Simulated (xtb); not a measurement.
germylsilane (H$_{6}$GeSi), singlet, from a rough starting geometry; GFN2-xTB in xtb.

Here is a job for xtb.
```
$ xtb mol.xyz --gfn 2 --opt vtight --json

# file mol.xyz
8

Si    -1.22718009     0.19640573     0.05649227
Ge     1.08482734    -0.08544016    -0.02295529
H     -1.78119296    -0.66424940     1.08934926
H     -1.54423970     1.50646913     0.23781094
H     -1.74469242    -0.28985615    -1.23817172
H      1.63424826    -1.41475310    -0.59073093
H      1.86971853     0.92753401    -0.89450133
H      1.83413774    -0.03991259     1.30612945
```

The log (banner, timings and long lists left out):

```
   ID    Z sym.   atoms
    1   14 Si     1
    2   32 Ge     2
    3    1 H      3-8

           -------------------------------------------------
          |                Calculation Setup                |
           -------------------------------------------------

           -------------------------------------------------
          |                 G F N 2 - x T B                 |
           -------------------------------------------------

          ...................................................
          :                      SETUP                      :
          :.................................................:
          :  # basis functions                  26          :
          :  # atomic orbitals                  24          :
          :  # shells                           12          :
          :  # electrons                        14          :
          :  max. iterations                   250          :
          :  Hamiltonian                  GFN2-xTB          :
          :  restarted?                      false          :
          :  GBSA solvation                  false          :
          :  PC potential                    false          :
          :  electronic temp.          300.0000000     K    :
          :  accuracy                    1.0000000          :
          :  -> integral cutoff          0.2500000E+02      :
          :  -> integral neglect         0.1000000E-07      :
          :  -> SCF convergence          0.1000000E-05 Eh   :
          :  -> wf. convergence          0.1000000E-03 e    :
          :  Broyden damping             0.4000000          :
          :  net charge                          0          :
          :  unpaired electrons                  0          :
          ...................................................

 iter      E             dE          RMSdq      gap      omega  full diag
   1     -6.6270915 -0.662709E+01  0.892E+00    6.13       0.0  T
   2     -6.7251811 -0.980896E-01  0.537E+00    4.58       1.0  T
   3     -6.7567187 -0.315376E-01  0.216E+00    5.14       1.0  T
   4     -6.7572841 -0.565419E-03  0.154E+00    4.91       1.0  T
   5     -6.7601110 -0.282690E-02  0.305E-01    5.01       1.0  T
   6     -6.7600566  0.544401E-04  0.235E-01    5.00       1.0  T
   7     -6.7601345 -0.779347E-04  0.540E-02    4.98       1.0  T
   8     -6.7601355 -0.910095E-06  0.394E-02    4.98       1.0  T
   9     -6.7601378 -0.229978E-05  0.779E-03    4.98       4.5  T
[...]
 * total energy  :    -6.7074141 Eh     change       -0.1183002E-06 Eh
 * total energy  :    -6.7074142 Eh     change       -0.1167649E-06 Eh
 * total energy  :    -6.7074143 Eh     change       -0.1149536E-06 Eh
 * total energy  :    -6.7074144 Eh     change       -0.1131951E-06 Eh
 * total energy  :    -6.7074145 Eh     change       -0.1114185E-06 Eh
 * total energy  :    -6.7074146 Eh     change       -0.1096936E-06 Eh
 * total energy  :    -6.7074147 Eh     change       -0.1082274E-06 Eh
 * total energy  :    -6.7074148 Eh     change       -0.1065247E-06 Eh
 * total energy  :    -6.7074150 Eh     change       -0.1048983E-06 Eh
 * total energy  :    -6.7074151 Eh     change       -0.1032334E-06 Eh
 * total energy  :    -6.7074152 Eh     change       -0.1010000E-06 Eh
 * total energy  :    -6.7074153 Eh     change       -0.9935735E-07 Eh
   *** GEOMETRY OPTIMIZATION CONVERGED AFTER 69 ITERATIONS ***
         :: total energy              -6.707415257341 Eh    ::
[...]
     1  14 Si       3.692     0.431    98.927    19.051
     2  32 Ge       3.750     0.022   171.435    23.503
     3   1 H        0.918    -0.098     5.484     3.663
     4   1 H        0.918    -0.098     5.484     3.663
     5   1 H        0.918    -0.098     5.484     3.663
     6   1 H        0.938    -0.053     4.173     3.194
     7   1 H        0.938    -0.053     4.173     3.194
     8   1 H        0.938    -0.053     4.173     3.194

 Mol. C6AA /au·bohr⁶  :       1301.008821
 Mol. C8AA /au·bohr⁸  :      64971.633014
 Mol. α(0) /au        :         63.123381

Wiberg/Mayer (AO) data.
largest (>0.10) Wiberg bond orders for each atom

 ---------------------------------------------------------------------------
     #   Z sym  total        # sym  WBO       # sym  WBO       # sym  WBO
 ---------------------------------------------------------------------------
     1  14 Si   3.595 --     3 H    0.887     5 H    0.887     4 H    0.887
                             2 Ge   0.780
     2  32 Ge   3.580 --     7 H    0.887     6 H    0.887     8 H    0.887
                             1 Si   0.780
     3   1 H    0.990 --     1 Si   0.887
     4   1 H    0.990 --     1 Si   0.887
     5   1 H    0.990 --     1 Si   0.887
     6   1 H    0.997 --     2 Ge   0.887
     7   1 H    0.997 --     2 Ge   0.887
     8   1 H    0.997 --     2 Ge   0.887
 ---------------------------------------------------------------------------

Topologies differ in total number of bonds
Writing topology from bond orders to xtbtopo.mol

molecular dipole:
                 x           y           z       tot (Debye)
 q only:       -0.517       0.055       0.012
   full:       -0.493       0.053       0.012       1.261
molecular quadrupole (traceless):
                xx          xy          yy          xz          yz          zz
 q only:       -1.022       0.137       0.506       0.047      -0.004       0.516
  q+dip:       -2.958       0.449       1.458       0.116      -0.012       1.500
   full:       -2.675       0.404       1.319       0.106      -0.011       1.356

optimized geometry written to: xtbopt.xyz

           -------------------------------------------------
          | TOTAL ENERGY               -6.707415257341 Eh   |
          | GRADIENT NORM               0.000025893427 Eh/α |
          | HOMO-LUMO GAP               5.154660742965 eV   |
           -------------------------------------------------

normal termination of xtb
```
